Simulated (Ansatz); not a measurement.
V₅O₂₁H₁₇⁻. Total charge -1; doublet. Geometry PBE-D4/def2-SVP, that of the neutral singlet; atoms count from 1.

Cartesian coordinates in Å:
```
V -1.175 -3.146 0.228
V -0.812 1.777 1.018
V -2.802 -0.599 3.390
V 1.530 2.891 -1.216
V 2.260 -1.059 -0.931
O 3.846 -0.181 -1.044
O -0.983 -4.391 -1.032
O 2.236 -2.846 -0.617
O 2.259 -1.325 -2.739
O 0.250 -3.158 1.253
O 2.964 2.302 -0.431
O -2.203 1.045 0.318
O 1.940 -0.675 0.688
O 0.645 -0.132 -1.238
O 0.086 0.588 1.736
O -1.391 -1.592 -0.526
O -1.144 -1.121 3.468
O -2.483 -3.388 1.123
O 1.106 4.501 -4.151
O 1.729 4.563 -1.613
O 1.274 2.139 -2.619
O -1.384 2.832 2.278
O 0.087 2.716 -0.146
O -3.762 -1.439 4.606
O -2.876 0.987 3.554
O -3.366 -0.910 1.713
H 4.171 -0.226 -1.969
H -1.599 -5.149 -1.044
H 2.230 -3.366 -1.446
H 1.531 -1.269 -3.383
H 1.102 -3.143 0.731
H 3.415 1.426 -0.616
H -2.656 0.204 0.669
H 1.168 -0.148 1.195
H 0.627 0.305 -2.118
H -0.640 -0.990 -0.844
H -0.476 -0.543 3.000
H 0.147 4.677 -4.204
H 1.537 4.759 -2.600
H 1.147 3.524 -4.019
H -1.989 2.374 2.932
H -4.344 -0.952 5.220
H -3.202 -1.862 1.427
```

Single mean-field runs in def2-SVP are fitted with def2-universal-jkfit. In the doublet geometry the species has come apart into loosely held pieces.

**Question.** Estimate the Mulliken populations of the heavy atoms from the PBE0/def2-SVP orbitals of Ansatz.

**Answer.** 
| atom | charge (e) | spin (α − β) | d electrons |
| --- | --- | --- | --- |
| V1 | 1.02 | 0.00 | 3.09 |
| V2 | 1.18 | 0.07 | 3.05 |
| V3 | 1.07 | 0.00 | 3.09 |
| V4 | 1.12 | 0.01 | 3.07 |
| V5 | 0.92 | 0.95 | 3.14 |
| O6 | -0.50 | -0.03 | – |
| O7 | -0.47 | 0.00 | – |
| O8 | -0.50 | -0.03 | – |
| O9 | -0.54 | 0.02 | – |
| O10 | -0.43 | 0.00 | – |
| O11 | -0.44 | 0.00 | – |
| O12 | -0.45 | 0.00 | – |
| O13 | -0.52 | 0.03 | – |
| O14 | -0.52 | -0.02 | – |
| O15 | -0.56 | -0.02 | – |
| O16 | -0.48 | 0.00 | – |
| O17 | -0.41 | 0.00 | – |
| O18 | -0.51 | 0.00 | – |
| O19 | -0.31 | 0.00 | – |
| O20 | -0.46 | 0.00 | – |
| O21 | -0.50 | 0.00 | – |
| O22 | -0.45 | 0.00 | – |
| O23 | -0.66 | 0.00 | – |
| O24 | -0.45 | 0.00 | – |
| O25 | -0.47 | 0.00 | – |
| O26 | -0.50 | 0.00 | – |
Mulliken values depend strongly on the basis.

**Question.** Where does the spin sit?

**Answer.** Summed by element: V 1.03, O -0.06, H 0.02, of 1 unpaired in all. Largest on single atoms: V5 0.95, V2 0.07, O8 -0.03.

**Question.** And the Mayer bond orders between heavy atoms (over 0.3)?

**Answer.** V1–O7 1.08 (1.78 Å); V1–O10 1.26 (1.76 Å); V1–O16 1.25 (1.74 Å); V1–O18 1.88 (1.60 Å); V2–O12 1.26 (1.72 Å); V2–O15 1.66 (1.65 Å); V2–O22 1.18 (1.74 Å); V2–O23 1.02 (1.74 Å); V3–O17 1.27 (1.74 Å); V3–O24 1.11 (1.76 Å); V3–O25 1.98 (1.60 Å); V3–O26 1.07 (1.80 Å); V4–O11 1.27 (1.74 Å); V4–O20 1.24 (1.73 Å); V4–O21 1.92 (1.61 Å); V4–O23 0.85 (1.81 Å); V5–O6 0.90 (1.82 Å); V5–O8 0.92 (1.81 Å); V5–O9 0.89 (1.83 Å); V5–O13 1.19 (1.69 Å); V5–O14 0.79 (1.89 Å).
